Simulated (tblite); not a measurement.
C₅H₁₄OP₂.
SMILES with atom numbers: `[CH3:1][CH2:2][P@@:3]([CH3:4])(=[O:5])[CH2:6][CH2:7][PH2:8]` (hydrogens: H9, H10, H11 on C1; H12, H13 on C2; H14, H15, H16 on C4; H17, H18 on C6; H19, H20 on C7; H21, H22 on P8)

Cartesian coordinates in Å at the GFN2-xTB level; atoms count from 1:
```xyz
22
C5H14OP2 angstrom
C     -2.8202    0.8672    0.1917
C     -1.3914    0.6848    0.6794
P     -0.4482   -0.3290   -0.5395
C     -1.1603   -2.0172   -0.4606
O     -0.4453    0.2376   -1.8942
C      1.2460   -0.5104    0.1718
C      2.0177    0.7812   -0.0523
P      3.8062    0.5853    0.4424
H     -3.3715   -0.0696    0.2421
H     -2.8087    1.2025   -0.8439
H     -3.3449    1.6073    0.7931
H     -1.3589    0.2241    1.6666
H     -0.8907    1.6551    0.7301
H     -0.5466   -2.6643   -1.0848
H     -1.1955   -2.4027    0.5534
H     -2.1615   -1.9818   -0.8848
H      1.2027   -0.7742    1.2288
H      1.7257   -1.3322   -0.3697
H      1.5944    1.5853    0.5571
H      1.9381    1.0722   -1.1030
H      4.2345    1.7688   -0.1543
H      4.1679   -0.1707   -0.6717
```

Calculated harmonic vibrations of the isolated species, GFN2-xTB (tblite), most abundant isotopes, no scaling. Against measured fundamentals such values can be off by several per cent, at times by over 20. Modes of hydrogen on phosphorus can be 10 to 20 % off. One conformer, not necessarily the lowest.

Harmonic wavenumbers (cm⁻¹): 47.1, 50.4, 62.7, 107.2, 149.8, 159.4, 189.5, 199.7, 211.8, 232.5, 259.9, 277.9, 352.8, 422.1, 637.2, 699.4, 713.2, 722.6, 735.0, 773.8, 784.3, 829.1, 847.3, 862.4, 927.2, 973.7, 1007.0, 1053.8, 1070.2, 1075.3, 1139.0, 1164.1, 1216.6, 1230.2, 1250.9, 1263.7, 1269.2, 1311.0, 1405.6, 1421.4, 1432.3, 1434.8, 1441.4, 1444.1, 1493.0, 1496.8, 2270.0, 2343.7, 2926.3, 2941.8, 2950.7, 2953.6, 2976.4, 2981.8, 3007.7, 3014.2, 3021.6, 3028.4, 3033.1, 3040.4.

A = 2633, B = 631.7, C = 592.4 MHz; mass 152.052 u (most abundant isotopes); point group C1, symmetry number 1.

Question: Zero-point energy?

Answer: Half the sum of the wavenumbers: 39169 cm⁻¹ = 468.57 kJ/mol.

Question: Give the ideal-gas entropy at 400 K and 1 bar in the rigid-rotor, harmonic-oscillator model (classical rotation).

Answer: Translation 177.62, rotation 129.89, vibration 217.95: S = 525.5 J/(mol K).

Question: And Cp and H(400 K) − H(0)?

Answer: Cp = 234.82 J/(mol K), of which vibrations give 201.57 (their classical limit is 60 R = 498.9); H(400 K) − H(0) = 56.58 kJ/mol without the zero-point energy, 43.27 from vibrations.

Question: Which modes carry the vibrational entropy at 400 K?

Answer: 47.1 cm⁻¹: 23.09; 50.4 cm⁻¹: 22.52; 62.7 cm⁻¹: 20.71; 107.2 cm⁻¹: 16.29; 149.8 cm⁻¹: 13.56; 159.4 cm⁻¹: 13.05 J/(mol K); the other 54 give 108.73 together.

Question: What must be added to the electronic energy to get the Gibbs energy at 400 K and 1 bar?

Answer: ZPE + [H(400 K) − H(0)] − T·S = 468.57 + 56.58 − 210.19 = 314.96 kJ/mol.

Question: Blend soft modes into free rotors: weight 1/[1 + (100 cm⁻¹/ν̃)⁴] for the oscillator and the rest for a rotor with moment μB/(μ + B), μ = h/(8π²ν), B = 10⁻⁴⁴ kg m². What vibrational entropy results?

Answer: 198.29 J/(mol K) in place of 217.95, which changes −T·S at 400 K by +7.87 kJ/mol.

Question: How do the functions run with temperature in this model?

Answer: 
| T (K) | S (J/(mol K)) | Cp (J/(mol K)) | H − H(0) (kJ/mol) | G − H(0) (kJ/mol) | ln q(vib) |
| --- | --- | --- | --- | --- | --- |
| 150 | 359.8 | 122.7 | 12.07 | -41.90 | 4.53 |
| 250 | 432.4 | 165.9 | 26.46 | -81.63 | 8.17 |
| 298.15 | 463.5 | 188.4 | 34.99 | -103.21 | 9.82 |
| 600 | 635.3 | 307.8 | 111.27 | -269.94 | 19.50 |
| 900 | 774.9 | 379.7 | 215.25 | -482.16 | 28.20 |

q(vib) and H(0) count from the zero-point level.

Hindered rotation and anharmonicity are outside this model. Other conformers, if any are populated, would add a mixing term that is left out. The structure is chiral; the term R ln 2 for an equal mix with its mirror image is left out.
